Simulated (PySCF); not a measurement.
C7H10NPSi.
Atom-mapped SMILES: `[SiH3:1][c:2]1[cH:3][n:4][cH:5][p:6][c:7]1[CH:8]1[CH2:9][CH2:10]1` (hydrogens: H11, H12, H13 on Si1; H14 on C3; H15 on C5; H16 on C8; H17, H18 on C9; H19, H20 on C10)

All values: PBE0/pcSseg-1 (PySCF, non-relativistic), on one gas-phase PBE0-D3(BJ)/def2-SVP geometry that isn't relaxed in the solvent. The solvent is an IEF-PCM continuum (Bondi radii, 1.10 Å for H, scaled by 1.2). The model holds no explicit solvent molecules, cavitation or dispersion.

Gas phase at PBE0/pcSseg-1: HOMO -7.15 eV, LUMO -1.89 eV, dipole 2.46 D.

What does the continuum do to the energy, the frontier levels and the dipole at PBE0/pcSseg-1 in tetrahydrofuran and acetone?

| solvent | ε | E(solvent) − E(gas) (kJ/mol) | polarisation term (kJ/mol) | distortion of the solute (kJ/mol) | HOMO (eV) | LUMO (eV) | dipole (D) |
| --- | --- | --- | --- | --- | --- | --- | --- |
| tetrahydrofuran | 7.426 | -15.07 | -16.94 | 1.87 | -7.26 | -1.88 | 3.24 |
| acetone | 20.49 | -17.59 | -20.17 | 2.58 | -7.27 | -1.89 | 3.38 |

The first energy column is the sum of the next two and covers electrostatics alone. From tetrahydrofuran to acetone the lowering changes by a factor 1.17, Onsager's factor (ε − 1)/(2ε + 1) by 1.15 and ε itself by 2.8.

Which radius a makes the point-dipole formula ΔE = −[(ε − 1)/(2ε + 1)]·μ²/a³ give the value in acetone, with the gas-phase dipole?

μ = 0.967 au and |ΔE| = 0.00670 Eh give a = 2.12 Å; the farthest nucleus lies 4.08 Å from the centroid of the nuclei, so such a sphere wouldn't even hold the nuclei. The formula assumes a rigid point dipole at the centre of a sphere.

Which IAO charges (PBE0/pcSseg-1) respond most in acetone (means over atoms taken as equivalent)?

```json
{"atoms": "N4", "environment": "pyridine-type nitrogen", "gas (e)": "-0.259", "solvent (e)": "-0.293", "change": "-0.034"}
{"atoms": "H14", "environment": "aromatic hydrogen", "gas (e)": "+0.150", "solvent (e)": "+0.160", "change": "+0.010"}
{"atoms": "H15", "environment": "aromatic hydrogen", "gas (e)": "+0.162", "solvent (e)": "+0.172", "change": "+0.010"}
{"atoms": "H17/H19", "environment": "methylene hydrogen", "gas (e)": "+0.155", "solvent (e)": "+0.164", "change": "+0.009"}
{"atoms": "H16", "environment": "methine hydrogen", "gas (e)": "+0.140", "solvent (e)": "+0.148", "change": "+0.008"}
{"atoms": "C5", "environment": "aromatic CH next to a ring nitrogen", "gas (e)": "-0.217", "solvent (e)": "-0.223", "change": "-0.006"}
```

Which Mayer bond orders change most in acetone?

```tsv
bond	length (Å)	gas	solvent	change
C2–C3	1.407	1.384	1.399	+0.015
C3–N4	1.328	1.501	1.486	-0.015
N4–C5	1.324	1.453	1.440	-0.013
C5–P6	1.741	1.322	1.331	+0.009
P6–C7	1.762	1.252	1.244	-0.008
Si1–C2	1.892	0.860	0.855	-0.005
C3–H14	1.097	0.962	0.957	-0.005
C9–H17	1.093	0.952	0.948	-0.004
```

How do the nuclear quadrupole coupling constants eQVzz/h respond in acetone?

| nucleus | Q (barn) | gas (MHz) | solvent (MHz) | η gas | η solvent |
| --- | --- | --- | --- | --- | --- |
| 14N at N4 | 0.02044 | -5.35 | -5.15 | 0.38 | 0.35 |

The values belong to the conformer `[SiH3:1][c:2]1[cH:3][n:4][cH:5][p:6][c:7]1[CH:8]1[CH2:9][CH2:10]1`: P6–C7–C8–C9 -40°.
